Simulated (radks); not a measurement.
Results of a calculation; reference values are marked as such.
The boron ion B+ inside a hard spherical wall (all orbitals vanish at R), configuration held at [He] 2s2 and not refilled when levels cross. Level of theory: scalar-relativistic Kohn-Sham, PBE, spin-polarised, spherical densities, finite nucleus; Fermi nuclear charge, rms radius 2.406 fm (a radial shooting solver on a logarithmic mesh with Libxc functionals). Eigenvalues in eV for spin up, with the zero of energy where the potential of the charges vanishes at infinity; a dash marks a level that is unbound or too diffuse for the functional's potential to be trusted. A positive occupied level is held by the wall or, in an anion where self-interaction has pushed it up, behind a barrier. The pressure on the wall is -dE/dV.

R (bohr)	E (hartree)	kinetic (hartree)	e(1s)	e(2s)	e(2p, empty)	e(3s, empty)	pressure (GPa)
free	-24.30114	24.236	-193.63	-19.511	-13.364	-	0
20	-24.30114	24.236	-193.63	-19.511	-13.364	-	< 0.0001
12	-24.30114	24.236	-193.63	-19.511	-13.364	-	< 0.0001
10	-24.30114	24.236	-193.63	-19.511	-13.364	-4.184	< 0.0001
3.5	-24.19881	24.788	-190.52	-16.818	-10.232	24.951	35.9
3	-24.04517	25.384	-187.79	-13.695	-7.096	44.074	122
1.5	-19.24930	36.842	-157.89	62.353	48.715	330.28	12300
